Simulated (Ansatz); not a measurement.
`[CH3][GeH]([Cl])[I]` + H₂O → `[CH3][GeH]([OH])[Cl]` + HI at 298.15 K and 1 bar (formal hydrolysis of a Ge–I bond).

Gas-phase electronic energies from Ansatz, PBE0-D4/def2-TZVP geometries. CCSD(T)/CBS is the MP2 limit (def2-TZVPP, def2-QZVPP) plus CCSD(T) − MP2 in def2-TZVPP, frozen cores. This one scheme is used for every species. def2 core potentials past Kr. For Ge, I outer-core shells are correlated without core-valence functions, which leaves a few kJ/mol of doubt a bond. Scalar relativity is left out up to krypton. One conformer a species, not always the lowest.

```
               species  CCSD(T)/CBS energy (Eh)  H − E (kJ/mol)  S (J/(mol·K))
 `[CH3][GeH]([Cl])[I]`              -2873.88412           143.5          365.9
                   H₂O                -76.37941            66.4          188.7
`[CH3][GeH]([OH])[Cl]`              -2652.20691           177.4          345.2
                    HI               -298.03592            22.7          206.5
```

H − E and S are ideal-gas, rigid-rotor, harmonic terms from PBE0-D4/def2-TZVP, for one conformer and one mirror image of each species. 1 Eh = 2625.50 kJ/mol, R = 8.31446 J/(mol·K).

Task: By hand: ΔE, ΔH, ΔS and ΔG.

Result: ΔE = (-2652.20691) + (-298.03592) − (-2873.88412) − (-76.37941) = 0.02070 Eh = 54.3 kJ/mol. Δ(H − E) = 177.4 + 22.7 − 143.5 − 66.4 = -9.8, so ΔH = 44.5 kJ/mol. ΔS = 345.2 + 206.5 − 365.9 − 188.7 = -2.9 J/(mol·K). ΔG = 44.5 − 298.15 × (-2.9)/1000 = 45.4 kJ/mol.

Task: By hand: the equilibrium constant, and the temperature at which ΔG would vanish if ΔH and ΔS stayed fixed.

Result: log₁₀ K = −ΔG/(RT ln 10) = -8.0. ΔH and −TΔS have one sign here, so there is no such temperature. One of them is within its doubt of zero, so this could turn.

The number of gas molecules stays the same, so ΔS is small and ΔH decides. A doubt of 5 kJ/mol in ΔE shifts log₁₀ K by 0.9 here. Other conformers and mirror images would add mixing entropy, several J/(mol·K) or more a flexible species. These are equilibria of isolated gas molecules and say nothing of rates. Largest T1 diagnostic: 0.010 (customary marks: 0.02 for closed shells, 0.045 for open ones).
